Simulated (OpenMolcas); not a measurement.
Ag4+ (d7) among equal point charges was computed by CASSCF with the d shell active (OpenMolcas, ANO-RCC-VDZP on the metal). Its lowest spin-free states, and all those of the highest spin:

```tsv
2S+1	Degeneracy	E (cm-1)
4	2	0.0
4	1	1031
4	2	3390
4	1	4331
4	1	7660
2	1	15509
4	1	16637
2	1	17930
2	1	18032
2	2	18349
2	2	19195
2	1	20214
4	2	20682
```

Problem. Is the site octahedral, tetrahedral or cube-like, axial, or of lower symmetry?

Solution. The states with 2S+1 = 4 have orbital degeneracies 2, 1, 2, 1, 1, 1, 2. There are pairs but no triples, so the site is axial: not cubic, but with a proper or improper axis of order three or more. The run had Ag4+ among 6 point charges of -1.36 e arranged as a tetragonal octahedron (D4h), 2.09 Å from the ion, with the axial distance 1.881 Å.

An orbital doublet at a regular site is open to a Jahn-Teller distortion, which this geometry leaves out. Without dynamic correlation the repulsion within the d shell is too large (B by tens of per cent), so at a given field states of lower spin stand too high. Point charges give a weaker field than real ligands, and real ions of this kind are as a rule low spin; the high spin found here belongs to the model. Point charges carry no covalency, so the field is a model and not that of real ligands. No measured value stands beside these numbers.
